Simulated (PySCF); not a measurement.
Si(Cl)(OH)(NH2)2 (ClH5N2OSi), SMILES Cl[Si](N)(N)O. Geometry: PBE0-D3(BJ)/def2-SVP. The structure was generated by enumeration, and PubChem lists no compound with its InChIKey, so it may never have been made. Other conformers were not sampled.

Computed equilibrium geometry at PBE0-D3(BJ)/def2-SVP (PySCF confirms it by a frequency run) as bond lengths and angles (one conformer of several):
Atoms: N1 Si2 N3 O4 Cl5 H6 H7 H8 H9 H10. Bond lengths (Å): N1–Si2 1.697, N1–H6 1.012, N1–H7 1.012, Si2–N3 1.705, Si2–O4 1.658, Si2–Cl5 2.093, N3–H8 1.012, N3–H9 1.013, O4–H10 0.961. Angles (°): Si2–N1–H6 120.8, Si2–N1–H7 120.7, H6–N1–H7 113.0, N1–Si2–N3 108.4, N1–Si2–O4 104.1, N1–Si2–Cl5 117.4, N3–Si2–O4 119.8, N3–Si2–Cl5 102.9, O4–Si2–Cl5 105.1, Si2–N3–H8 121.2, Si2–N3–H9 120.6, H8–N3–H9 112.8, Si2–O4–H10 115.0.
Charge 0, spin multiplicity 1.
